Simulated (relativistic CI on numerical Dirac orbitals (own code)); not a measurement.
# Gd LVII: computed level list

These numbers are calculated, not measured: Dirac-Coulomb-Breit CI, separate exchange-only KLI orbitals for each configuration, model QED, unscaled Slater integrals (own radial code, finite nucleus).

CI space (outside the closed core 1s2): 2s²2p⁴, 2s2p⁵, 2p⁶, 2p⁵3s, 2p⁵3p, 2p⁵3d, 2s²2p³3s, 2s²2p³3p, 2s²2p³3d, 2s2p⁴3s, 2s2p⁴3p, 2s2p⁴3d, 2s²2p³4s, 2s²2p³4p, 2s²2p³4d, 2s²2p³4f, 2s2p⁴4s, 2s²2p²3s², 2s2p⁴4p, 2s2p⁴4d, 2s2p⁴4f, 2s²2p²3s3p, 2s²2p³5s, 2s²2p³5p, 2s²2p²3s3d, 2s²2p²3p², 2s²2p³5d, 2s²2p³5f, 2s²2p³5g, 2s²2p²3p3d, 2s2p³3s², 2s²2p²3d², 2s2p³3s3p, 2s2p³3s3d, 2s2p³3p², 2s2p⁴5s. Levels of other configurations are missing.

The lowest level is 2s²2p⁴ ³P2, with 69 % of that term; Hund's rules for 2s²2p⁴ give ³P with J = 2, in agreement.

| No. | Configuration | Term | J | E (eV) | % | Next component (%) | Landé g | jj configuration (%) |
| --- | --- | --- | --- | --- | --- | --- | --- | --- |
| 1 | 2s²2p⁴ | ³P | 2 | 0.00 | 69 | 31 ¹D | 1.318 | 2p3/2^2 (100) |
| 2 | 2s²2p⁴ | ¹S | 0 | 49.12 | 64 | 36 ³P |  | 2p3/2^2 (100) |
| 3 | 2s²2p⁴ | ³P | 1 | 720.13 | 100 |  | 1.477 | 2p1/2 2p3/2^3 (100) |
| 4 | 2s²2p⁴ | ¹D | 2 | 738.46 | 69 | 31 ³P | 1.128 | 2p1/2 2p3/2^3 (100) |
| 5 | 2s2p⁵ | ³P° | 2 | 1049.78 | 100 |  | 1.473 | 2s 2p3/2^3 (100) |
| 6 | 2s2p⁵ | ¹P° | 1 | 1118.75 | 60 | 40 ³P° | 1.177 | 2s 2p3/2^3 (99) |
| 7 | 2s²2p⁴ | ³P | 0 | 1477.15 | 64 | 36 ¹S |  | 2p3/2^4 (99) |
| 8 | 2s2p⁵ | ³P° | 0 | 1779.73 | 100 |  |  | 2s 2p1/2 2p3/2^4 (100) |
| 9 | 2s2p⁵ | ³P° | 1 | 1815.08 | 60 | 40 ¹P° | 1.265 | 2s 2p1/2 2p3/2^4 (99) |
| 10 | 2p⁶ | ¹S | 0 | 2203.99 | 99 | 1 2s²2p⁴ ¹S |  | closed (99) |
| 11 | 2s²2p³3s | ³P° | 2 | 6396.82 | 48 | 25 ⁵S° | 1.499 | 2p3/2 3s (100) |
| 12 | 2s²2p³3s | ¹P° | 1 | 6404.65 | 32 | 27 ³D° | 1.160 | 2p3/2 3s (100) |
| 13 | 2s²2p³3p | ³P | 1 | 6494.89 | 32 | 21 ⁵P | 1.485 | 2p3/2 3p1/2 (100) |
| 14 | 2s²2p³3p | ³D | 2 | 6496.66 | 25 | 21 ³P | 1.170 | 2p3/2 3p1/2 (100) |
| 15 | 2s²2p³3p | ³D | 3 | 6700.54 | 50 | 25 ⁵P | 1.329 | 2p3/2 3p3/2 (100) |
| 16 | 2s²2p³3p | ³P | 1 | 6700.79 | 35 | 27 ¹P | 1.348 | 2p3/2 3p3/2 (100) |
| 17 | 2s²2p³3p | ³P | 2 | 6724.83 | 44 | 21 ¹D | 1.317 | 2p3/2 3p3/2 (99) |
| 18 | 2s²2p³3p | ³P | 0 | 6746.40 | 71 | 29 ¹S |  | 2p3/2 3p3/2 (100) |
| 19 | 2s²2p³3d | ³D° | 2 | 6801.93 | 33 | 30 ³F° | 1.031 | 2p3/2 3d3/2 (99) |
| 20 | 2s²2p³3d | ³F° | 3 | 6808.93 | 27 | 20 ³G° | 1.089 | 2p3/2 3d3/2 (97) |
| 21 | 2s²2p³3d | ³D° | 1 | 6811.91 | 34 | 28 ³P° | 1.096 | 2p3/2 3d3/2 (99) |
| 22 | 2s²2p³3d | ³P° | 0 | 6814.10 | 63 | 26 ⁵D° |  | 2p3/2 3d3/2 (100) |
| 23 | 2s²2p³3d | ³F° | 4 | 6856.85 | 50 | 26 ⁵D° | 1.244 | 2p3/2 3d5/2 (100) |
| 24 | 2s²2p³3d | ³D° | 2 | 6866.88 | 34 | 29 ³P° | 1.234 | 2p3/2 3d5/2 (99) |
| 25 | 2s²2p³3d | ³D° | 3 | 6881.16 | 47 | 22 ¹F° | 1.199 | 2p3/2 3d5/2 (97) |
| 26 | 2s²2p³3d | ³D° | 1 | 6890.82 | 34 | 29 ¹P° | 1.055 | 2p3/2 3d5/2 (99) |
| 27 | 2s²2p³3s | ⁵S° | 2 | 7100.76 | 54 | 34 ³D° | 1.581 | 2p1/2 2p3/2^2 3s (100) |
| 28 | 2s²2p³3s | ³S° | 1 | 7111.02 | 55 | 45 ³D° | 1.303 | 2p1/2 2p3/2^2 3s (100) |
| 29 | 2s²2p³3s | ³D° | 3 | 7124.55 | 100 |  | 1.308 | 2p1/2 2p3/2^2 3s (100) |
| 30 | 2s²2p³3s | ¹D° | 2 | 7131.63 | 66 | 33 ³D° | 1.030 | 2p1/2 2p3/2^2 3s (100) |
| 31 | 2s²2p³3s | ³P° | 0 | 7166.07 | 100 |  |  | 2p1/2 2p3/2^2 3s (100) |
| 32 | 2s²2p³3s | ³P° | 1 | 7169.30 | 66 | 33 ¹P° | 1.309 | 2p1/2 2p3/2^2 3s (100) |
| 33 | 2s²2p³3p | ⁵P | 1 | 7197.01 | 46 | 22 ³D | 1.641 | 2p1/2 2p3/2^2 3p1/2 (100) |
| 34 | 2s²2p³3p | ³F | 2 | 7204.92 | 34 | 27 ³P | 1.204 | 2p1/2 2p3/2^2 3p1/2 (100) |
| 35 | 2s²2p³3p | ³F | 3 | 7221.72 | 44 | 32 ¹F | 1.090 | 2p1/2 2p3/2^2 3p1/2 (100) |
| 36 | 2s²2p³3p | ³P | 2 | 7252.76 | 51 | 21 ¹D | 1.308 | 2p1/2 2p3/2^2 3p1/2 (99) |
| 37 | 2s²2p³3p | ³D | 1 | 7261.19 | 73 | 23 ¹P | 0.644 | 2p1/2 2p3/2^2 3p1/2 (99) |
| 38 | 2s²2p³3p | ³P | 0 | 7300.00 | 64 | 35 ¹S |  | 2p1/2 2p3/2^2 3p1/2 (99) |
| 39 | 2s2p⁴3s | ⁵P | 3 | 7373.33 | 57 | 22 ³D | 1.511 | 2s 2p3/2^2 3s (79) |
| 40 | 2s2p⁴3s | ³P | 2 | 7395.26 | 29 | 20 2s²2p³3p ³P | 1.407 | 2p1/2 2p3/2^2 3p3/2 (51) |
| 41 | 2s²2p³3p | ³P | 0 | 7406.15 | 100 |  |  | 2p1/2 2p3/2^2 3p3/2 (99) |
| 42 | 2s²2p³3p | ⁵P | 3 | 7410.75 | 45 | 26 ¹F | 1.374 | 2p1/2 2p3/2^2 3p3/2 (86) |
| 43 | 2s2p⁴3s | ³P | 2 | 7416.04 | 31 | 18 2s²2p³3p ³P | 1.391 | 2s 2p3/2^2 3s (50) |
| 44 | 2s²2p³3p | ¹P | 1 | 7419.82 | 50 | 27 ³D | 0.972 | 2p1/2 2p3/2^2 3p3/2 (97) |
| 45 | 2s²2p³3p | ³F | 4 | 7427.63 | 100 |  | 1.229 | 2p1/2 2p3/2^2 3p3/2 (100) |

Energies count from the lowest computed level; ° marks odd parity. Filled j subshells are mostly left out of the jj labels.

The mean weight of the leading LS term, summed over parents, in these 45 levels is 58 %, and that of the leading jj configuration (from the same eigenvectors) 96 %, so jj coupling describes them better and the LS labels are nominal.

At this charge energies of transitions that change n are usually good to better than 1 %, and those within a shell (Δn = 0) to a few per cent.

LS names give the leading component of a level, which can be under half, so a name can repeat, a term be missing and a line seem to break the LS rules.
